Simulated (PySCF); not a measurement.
Screening by computed properties: pick the candidate that meets the target.

Species are written as SMILES; each is one conformer at its optimised geometry, gas phase, non-relativistic unless stated; the electronic structure was computed with PySCF and density fitting.

Dipoles, sizes and rotational constants follow the conformer. The torsions of the flexible species, by atom-mapped SMILES:
- `[CH2:1]=[N:2][SiH:3]1[CH2:4][CH2:5][CH2:6]1`: C1–N2–Si3–C4 139°
- `[CH3:1][N:2]([CH3:3])[SiH2:4][NH2:5]`: C1–N2–Si4–N5 167°, H–N5–Si4–N2 176°, H–N5–Si4–N2 -51°
- `[H]/[N:1]=[CH:2]\[c:3]1[n:4][cH:5][s:6][n:7]1`: N1–C2–C3–N4 0°

Question: Wanted: dipole moment between 0.8 D and 1.2 D (PBE0/def2-SVPD) and HOMO energy above -7.5 eV (PBE0/def2-SVPD), at GFN2-xTB geometries. Which candidate meets both?
A. `CN(C)[SiH2]N`
B. `C=N[SiH]1CCC1`
C. `Fc1cccc2occc12`
D. `[H]/N=C\c1ncsn1`

Answer: C. Computed values:
| species | dipole moment | HOMO energy |
| --- | --- | --- |
| CN(C)[SiH2]N | 0.67 D | -6.27 eV |
| Fc1cccc2occc12 | 1.00 D | -6.66 eV |
| C=N[SiH]1CCC1 | 1.37 D | -7.04 eV |
| [H]/N=C\c1ncsn1 | 3.65 D | -7.86 eV |

Question: Wanted: smallest rotational constant between 1 GHz and 1.5 GHz (GFN2-xTB) and lowest singlet excitation below 5.4 eV (TDDFT PBE0/def2-SVPD), at GFN2-xTB geometries. Which candidate meets both?
A. `C=N[SiH]1CCC1`
B. `Fc1cccc2occc12`
C. `[H]/N=C\c1ncsn1`
D. `CN(C)[SiH2]N`

Answer: C. Computed values:
```
        species  smallest rotational constant  lowest singlet excitation
 Fc1cccc2occc12                     0.892 GHz                    5.13 eV
[H]/N=C\c1ncsn1                     1.321 GHz                    4.24 eV
  C=N[SiH]1CCC1                     1.644 GHz                    3.96 eV
   CN(C)[SiH2]N                     2.133 GHz                    5.77 eV
```

Question: Wanted: electronic spatial extent ⟨r²⟩ about the centre of nuclear charge below 1000 bohr² (PBE0/def2-SVPD) and static isotropic polarisability above 77 au (PBE0/def2-SVPD), at GFN2-xTB geometries. Which candidate meets both?
A. `[H]/N=C\c1ncsn1`
B. `C=N[SiH]1CCC1`
C. `CN(C)[SiH2]N`
D. `Fc1cccc2occc12`

Answer: B. Computed values:
| species | electronic spatial extent ⟨r²⟩ about the centre of nuclear charge | static isotropic polarisability |
| --- | --- | --- |
| CN(C)[SiH2]N | 640 bohr² | 68.9 au |
| C=N[SiH]1CCC1 | 810 bohr² | 81.3 au |
| [H]/N=C\c1ncsn1 | 832 bohr² | 73.0 au |
| Fc1cccc2occc12 | 1208 bohr² | 91.8 au |
